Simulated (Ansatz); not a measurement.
Geometry optimisation, RKS PBE-D4/def2-SVP (Ansatz 0.2.0).

Input file:

```yaml
crystal:
  periodic: [false, false, false]
  atoms:
    - { symbol: Sn, position_ang: [-0.4376, 1.0408, -0.2903] }
    - { symbol: F, position_ang: [1.267, -0.2401, -1.2333] }
    - { symbol: H, position_ang: [-1.0785, 0.8341, -1.8284] }
    - { symbol: H, position_ang: [-1.7345, 1.4207, 0.7963] }
    - { symbol: H, position_ang: [0.8337, 2.1003, -0.013] }
    - { symbol: H, position_ang: [0.9721, -0.9966, -0.3441] }
    - { symbol: "N", position_ang: [0.1367, -1.13, 0.692] }
    - { symbol: H, position_ang: [-0.5287, -1.8814, 0.6197] }
    - { symbol: H, position_ang: [0.5698, -1.1478, 1.6011] }
basis:
  gaussian: { orbitals: def2-SVP }
hamiltonian:
  xc: pbe
  dispersion: d4
relax:
  f_tol: 0.15
  max_steps: 25
  restrain:
    - { distance: [0, 6], at: 3.4, k: 30.0 }
    - { distance: [5, 1], at: 2.18, k: 30.0 }
    - { distance: [0, 1], at: 1.96, k: 30.0 }
    - { distance: [5, 6], at: 1.02, k: 30.0 }
```

Launched with:

```bash
$ ansatz run input.yaml --threads 2 --pin off --max-ram 3072MiB --backend cpu --events-out ev --progress --plain --runs-dir out
```

Q: Where does it end, and by what steps?

A: It converged. The restraints hold the end off the free minimum. After 17 steps the energy has fallen by 0.663 eV (the restraints' own energy left out); H4 moved furthest, 1.40 Å. Joined: H6–N7 (1.34 → 1.02 Å).

```
step  energy less start (eV)  largest force component (eV/Å)  accepted
   0                  0.0000                           2.223       yes
   1                  0.3993                           3.010       yes
   2                  0.5228                           1.941       yes
   3                  0.5522                           1.198       yes
   4                  0.0954                           0.779       yes
   5                 -0.2025                           0.600       yes
   6                 -0.3757                           0.504       yes
   7                 -0.4486                           0.500       yes
   8                 -0.4876                           0.456       yes
   9                 -0.4798                           0.688        no
  10                 -0.5005                           0.443       yes
  11                 -0.5145                           0.446       yes
  12                 -0.5378                           0.398       yes
  13                 -0.5733                           0.464       yes
  14                 -0.6029                           0.320       yes
  15                 -0.6450                           0.179       yes
  16                 -0.6563                           0.414       yes
  17                 -0.6630                           0.263       yes
```

```xyz
9
Properties=species:S:1:pos:R:3
Sn -0.468 1.095 -0.744
F 0.557 -0.299 -1.680
H -0.842 2.200 -2.017
H -1.885 0.354 -0.100
H 0.584 1.795 0.427
H 0.860 -1.443 0.148
N 0.628 -1.515 1.142
H -0.393 -1.529 1.223
H 0.959 -0.659 1.602
```

Time of the run: 25 s on 2 threads of Arm Neoverse V1, on a shared host, peak memory 0.14 GiB.
